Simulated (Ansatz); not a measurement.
`N[Si](F)(F)S` → `[SH]`• + `N[Si](F)F`• at 298.15 K and 1 bar (homolysis of the S–Si bond).

Gas-phase electronic energies from Ansatz, PBE0-D4/def2-TZVP geometries. CCSD(T)/CBS is the MP2 limit (def2-TZVPP, def2-QZVPP) plus CCSD(T) − MP2 in def2-TZVPP, frozen cores. This one scheme is used for every species. Open shells (•) are unrestricted, without spin–orbit coupling. Each species was taken in one conformer, which may not be the lowest.

| species | CCSD(T)/CBS energy (Eh) | H − E (kJ/mol) | S (J/(mol·K)) |
| --- | --- | --- | --- |
| `N[Si](F)(F)S` | -943.16306 | 132.9 | 343.2 |
| `[SH]`• | -398.31908 | 24.9 | 197.9 |
| `N[Si](F)F`• | -544.68350 | 99.0 | 309.7 |

H − E and S are ideal-gas, rigid-rotor, harmonic terms from PBE0-D4/def2-TZVP, for one conformer and one mirror image of each species, with the whole ground term of open shells counted as degenerate. 1 Eh = 2625.50 kJ/mol, R = 8.31446 J/(mol·K).

Task: By hand: ΔE, ΔH, ΔS and ΔG.

Result: ΔE = (-398.31908) + (-544.68350) − (-943.16306) = 0.16048 Eh = 421.3 kJ/mol. Δ(H − E) = 24.9 + 99.0 − 132.9 = -9.0, so ΔH = 412.3 kJ/mol. ΔS = 197.9 + 309.7 − 343.2 = 164.4 J/(mol·K). ΔG = 412.3 − 298.15 × (164.4)/1000 = 363.3 kJ/mol.

Task: By hand: the equilibrium constant, and the temperature at which ΔG would vanish if ΔH and ΔS stayed fixed.

Result: log₁₀ K = −ΔG/(RT ln 10) = -63.6. ΔG = 0 at ΔH/ΔS = 2508 K, far beyond where these terms or the molecules hold.

The number of gas molecules changes by +1, which sets the sign of ΔS. A doubt of 5 kJ/mol in ΔE shifts log₁₀ K by 0.9 here. Other conformers and mirror images would add mixing entropy, several J/(mol·K) or more a flexible species. These are equilibria of isolated gas molecules and say nothing of rates. Largest T1 diagnostic: 0.014 (customary marks: 0.02 for closed shells, 0.045 for open ones).
